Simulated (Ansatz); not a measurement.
Geometry optimisation of Mg₂Te₃.

```yaml
crystal:
  periodic: [false, false, false]
  atoms:
    - {symbol: Mg, position_ang: [1.439490, 1.328070, -0.752680]}
    - {symbol: Mg, position_ang: [-2.030450, -0.873160, 2.064430]}
    - {symbol: Te, position_ang: [-0.527030, -1.018890, -0.254670]}
    - {symbol: Te, position_ang: [1.214690, -0.612380, -2.391300]}
    - {symbol: Te, position_ang: [-0.096690, 1.176360, 1.334220]}
basis:
  gaussian: {orbitals: def2-SVP}
hamiltonian: {xc: r2scan, dispersion: d4}
scf: {lower_state_search: "off"}
output: {orbitals: {seedname: orbitals}}
relax: {f_tol: 0.02, max_steps: 100}
```

```sh
$ ansatz run in.yaml --threads 4 --pin off --events-out ev --progress --plain --max-ram 8704MiB
```

Output, abridged:

```
Functional definition: r2SCAN
mean field -32774.34702653 eV, -1204.4350379748 hartree, gradient 8.2e-6 eV, S^2 0.000000; 0 other end points of the search recorded, 0 dependent functions left out
relax step   1: F+E_penalty+E_count = -32774.40592123 eV  Δ(F+E_penalty+E_count) = +0.000e0 eV  max|allowed force component| = 1.440e0 eV/Å  Δτ_max = 0.0000 Å  (18 SCF iters, accepted)
mean field -32774.66625345 eV, -1204.4467693475 hartree, gradient 2.5e-6 eV, S^2 0.000000; 0 other end points of the search recorded, 0 dependent functions left out
relax step   2: F+E_penalty+E_count = -32774.72439608 eV  Δ(F+E_penalty+E_count) = -3.185e-1 eV  max|allowed force component| = 6.167e-1 eV/Å  Δτ_max = 0.1949 Å  (27 SCF iters, accepted)
mean field -32774.69765520 eV, -1204.4479233405 hartree, gradient 1.8e-6 eV, S^2 0.000000; 0 other end points of the search recorded, 0 dependent functions left out
relax step   3: F+E_penalty+E_count = -32774.75637796 eV  Δ(F+E_penalty+E_count) = -3.198e-2 eV  max|allowed force component| = 3.787e-1 eV/Å  Δτ_max = 0.1675 Å  (30 SCF iters, accepted)
mean field -32774.73211723 eV, -1204.4491897969 hartree, gradient 1.3e-6 eV, S^2 0.000000; 0 other end points of the search recorded, 0 dependent functions left out
relax step   4: F+E_penalty+E_count = -32774.79420724 eV  Δ(F+E_penalty+E_count) = -3.783e-2 eV  max|allowed force component| = 3.866e-1 eV/Å  Δτ_max = 0.2000 Å  (30 SCF iters, accepted)
mean field -32774.75840631 eV, -1204.4501559028 hartree, gradient 1.4e-6 eV, S^2 0.000000; 0 other end points of the search recorded, 0 dependent functions left out
relax step   5: F+E_penalty+E_count = -32774.82195247 eV  Δ(F+E_penalty+E_count) = -2.775e-2 eV  max|allowed force component| = 1.183e-1 eV/Å  Δτ_max = 0.0630 Å  (22 SCF iters, accepted)
mean field -32774.76224719 eV, -1204.4502970524 hartree, gradient 1.6e-6 eV, S^2 0.000000; 0 other end points of the search recorded, 0 dependent functions left out
relax step   6: F+E_penalty+E_count = -32774.82787691 eV  Δ(F+E_penalty+E_count) = -5.924e-3 eV  max|allowed force component| = 7.307e-2 eV/Å  Δτ_max = 0.0831 Å  (21 SCF iters, accepted)
mean field -32774.76716907 eV, -1204.4504779283 hartree, gradient 1.1e-6 eV, S^2 0.000000; 0 other end points of the search recorded, 0 dependent functions left out
relax step   7: F+E_penalty+E_count = -32774.83424171 eV  Δ(F+E_penalty+E_count) = -6.365e-3 eV  max|allowed force component| = 3.079e-2 eV/Å  Δτ_max = 0.0735 Å  (22 SCF iters, accepted)
mean field -32774.76903232 eV, -1204.4505464013 hartree, gradient 1.1e-6 eV, S^2 0.000000; 0 other end points of the search recorded, 0 dependent functions left out
relax step   8: F+E_penalty+E_count = -32774.83609483 eV  Δ(F+E_penalty+E_count) = -1.853e-3 eV  max|allowed force component| = 4.383e-2 eV/Å  Δτ_max = 0.0698 Å  (22 SCF iters, accepted)
mean field -32774.76999985 eV, -1204.4505819575 hartree, gradient 1.9e-6 eV, S^2 0.000000; 0 other end points of the search recorded, 0 dependent functions left out
relax step   9: F+E_penalty+E_count = -32774.83727573 eV  Δ(F+E_penalty+E_count) = -1.181e-3 eV  max|allowed force component| = 3.043e-2 eV/Å  Δτ_max = 0.0521 Å  (22 SCF iters, accepted)
mean field -32774.77129338 eV, -1204.4506294937 hartree, gradient 1.6e-6 eV, S^2 0.000000; 0 other end points of the search recorded, 0 dependent functions left out
relax step  10: F+E_penalty+E_count = -32774.83852860 eV  Δ(F+E_penalty+E_count) = -1.253e-3 eV  max|allowed force component| = 3.239e-2 eV/Å  Δτ_max = 0.0469 Å  (22 SCF iters, accepted)
mean field -32774.77326414 eV, -1204.4507019179 hartree, gradient 1.4e-6 eV, S^2 0.000000; 0 other end points of the search recorded, 0 dependent functions left out
relax step  11: F+E_penalty+E_count = -32774.83996609 eV  Δ(F+E_penalty+E_count) = -1.437e-3 eV  max|allowed force component| = 8.019e-2 eV/Å  Δτ_max = 0.1549 Å  (22 SCF iters, accepted)
mean field -32774.77564848 eV, -1204.4507895406 hartree, gradient 1.5e-6 eV, S^2 0.000000; 0 other end points of the search recorded, 0 dependent functions left out
relax step  12: F+E_penalty+E_count = -32774.84228568 eV  Δ(F+E_penalty+E_count) = -2.320e-3 eV  max|allowed force component| = 3.839e-2 eV/Å  Δτ_max = 0.0319 Å  (23 SCF iters, accepted)
mean field -32774.77770412 eV, -1204.4508650843 hartree, gradient 1.3e-6 eV, S^2 0.000000; 0 other end points of the search recorded, 0 dependent functions left out
relax step  13: F+E_penalty+E_count = -32774.84365666 eV  Δ(F+E_penalty+E_count) = -1.371e-3 eV  max|allowed force component| = 1.635e-2 eV/Å  Δτ_max = 0.0473 Å  (22 SCF iters, accepted)
mean field -32774.77942095 eV, -1204.4509281766 hartree, gradient 2.0e-6 eV, S^2 0.000000; 0 other end points of the search recorded, 0 dependent functions left out
relax step  14: F+E_penalty+E_count = -32774.84420434 eV  Δ(F+E_penalty+E_count) = -5.477e-4 eV  max|allowed force component| = 8.695e-3 eV/Å  Δτ_max = 0.0593 Å  (22 SCF iters, accepted)
Total energy: -32774.84421749 eV, -1204.4533094054 hartree
Atom 0 at     1.086063     1.455814    -0.976798 Å, force    -0.000871    -0.003673     0.004168 eV/Å
Atom 1 at    -2.393680    -0.836075     1.940375 Å, force     0.004156    -0.000455    -0.002625 eV/Å
Atom 2 at    -0.347657    -1.169057     0.004527 Å, force    -0.004741     0.004431     0.008695 eV/Å
Atom 3 at     1.371625    -0.609896    -2.517602 Å, force     0.002846     0.001818    -0.004880 eV/Å
Atom 4 at     0.283659     1.159214     1.549498 Å, force    -0.001390    -0.002120    -0.005358 eV/Å
Dipole moment:    -0.407645     0.721301     0.321695 e Å
Checks for a lower state left out: stability, starts, cluster_reference, orbital_swaps, neighbouring_geometries, increment
```

Hardware: 4 threads of Arm Neoverse V2 on a shared host. Wall time 32 s.

In the def2 sets Te takes a core potential; there is no spin–orbit coupling. The restricted singlet is unstable towards broken spin symmetry at other levels; at r2SCAN-D4/def2-SVP this wasn't settled. Another isomer (singlet) lies 2.15 eV lower at PBE0-D4/def2-TZVP; other spin states weren't run for this one.
